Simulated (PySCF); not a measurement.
# UHF on Cu⁺ (copper, charge +1)

Configuration: [Ar] 3d10, closed-shell 1S. Calculation: PySCF 2.14, in jorge-DZP-DKH; the spin-free X2C one-electron Hamiltonian (Gaussian nucleus).

```
Total energy                        : -1652.799703 hartree
One-electron energy                 : -2298.5658 hartree
Hartree (Coulomb) energy            : 712.2315 hartree
Exchange energy                     : -66.4654 hartree
⟨S²⟩                                : 0.0000
⟨L²⟩                                : 0.000
Sum of ⟨r⟩                          : 17.55 bohr
Sum of ⟨r²⟩                         : 18.36 bohr²
Langevin diamagnetic susceptibility : -14.5 ×10⁻⁶ cm³/mol
Time after the integrals            : 0.11 s of wall time on 1 thread of Neoverse-V1 (shared host)
```

```
shell  electrons  mean orbital energy (eV)  rms radius, mean of both spins (bohr)
   1s          2                   -9055.5                                 0.0601
   2s          2                   -1141.8                                  0.254
   2p          6                   -982.57                                  0.228
   3s          2                   -148.50                                  0.768
   3p          6                   -100.06                                  0.819
   3d         10                   -21.550                                   1.13
```

Densities and radii are taken from the X2C orbitals without a picture-change correction, which distorts them close to the nucleus.
